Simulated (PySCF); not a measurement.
OsSe₂⁺: bending curve

Computed with UB3LYP/[Os def2-SVP with ECP60, Se def2-SVP], scalar-relativistic core potentials, density fitting, no spin–orbit coupling, PySCF.

Rigid scan from the doublet minimum (Os–Se 2.188 Å (×2); Se–Os–Se 111.2°). Coordinate: the Se–Os–Se angle, bonds fixed. Energies in kJ/mol from the minimum.

```
bond angle (°)  E (kJ/mol)  dipole size (D, about the centre of mass)  ⟨S²⟩
            80       156.2                                       0.29  1.30
            90        65.3                                       0.24  1.05
           100        16.2                                       0.33  0.94
           110         0.3                                       0.52  0.94
           120         7.9                                       0.75  1.01
           130        31.0                                       0.94  1.16
           140        62.4                                       1.01  1.36
           150        96.2                                       0.95  1.55
           160       128.7                                       0.80  1.69
           170       156.2                                       0.52  1.80
           180       167.6                                       0.00  1.89
```

With the bonds held, the linear shape lies 167.6 kJ/mol from the minimum.

Spin contamination is strong at 80, 90, 120, 130, 140, 150, 160, 170, 180, so these points are less reliable.

Other spin states or occupations of the open shell can lie lower. No spin–orbit coupling is included, which matters more the heavier the element.
